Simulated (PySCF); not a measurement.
Values are calculated unless marked as measured or tabulated.
**CH3Cl2OSi**

CH3Cl2OSi is a small molecule (built as: C site whose three back bonds go to OSiH3, Cl, Cl), neutral, doublet. The structure, one conformer, was relaxed in the gas phase by PBE0-D3(BJ)/def2-SVP. No frequency run checks that it is a minimum.

SMILES: [SiH3]O[C](Cl)Cl

```xyz
8

C     1.616   -0.207    0.399
O     0.478   -0.628   -0.130
Si   -1.057    0.093    0.039
Cl    1.840    1.536    0.459
Cl    3.003   -1.099   -0.118
H    -1.280    0.449    1.467
H    -1.149    1.293   -0.833
H    -1.991   -0.967   -0.413
```
Atoms count from 1 in this order.

EPR values by unrestricted B3LYP, IGLO-III on C Cl O Si, pcH-1 on H.

Q: Predict g and the largest hyperfine couplings. Where does the spin sit?

A: g = 2.0013, 2.0064, 2.0108. The spin sits on C1 (76 %, bonded to 2 Cl + 1 O) by Mulliken populations.
```tsv
atom	isotope	isotropic (MHz)	dipolar, principal values (MHz)
C1	13C	476.6	-65.7, -64.6, 130.3
Cl4	35Cl	34.2	-25.4, -18.9, 44.2
Cl5	35Cl	28.4	-25.2, -18.2, 43.4
O2	17O	-20.2	-43.9, 21.4, 22.5
H6	1H	5.6	-2.4, -2.1, 4.5
H7	1H	6.1	-1.7, -1.5, 3.2
```

Q: How do the isotropic couplings move with BHandHLYP?

A: C1 476.6 to 509.4 MHz, Cl4 34.2 to 33.3 MHz, Cl5 28.4 to 27.9 MHz, O2 -20.2 to -25.8 MHz.
